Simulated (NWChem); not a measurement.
SOF, doublet; SMILES F[S]=O

Results from NWChem. Spin-unrestricted. In the optimisation the excess spin sits in a" (Cs, its own frame). All runs use the structure optimised with PBE-D3(BJ)/def2-SVP, spin-unrestricted. No stability test was run on the SCF state.

Q: Estimate the computed values for CAM-B3LYP/cc-pVQZ. Quantities: highest occupied level (eV); lowest empty minus highest occupied level, either spin (eV); dipole (D).

A: 
```yaml
highest occupied level (eV): -9.08
lowest empty minus highest occupied level, either spin (eV): 6.60
dipole (D): 1.89
```
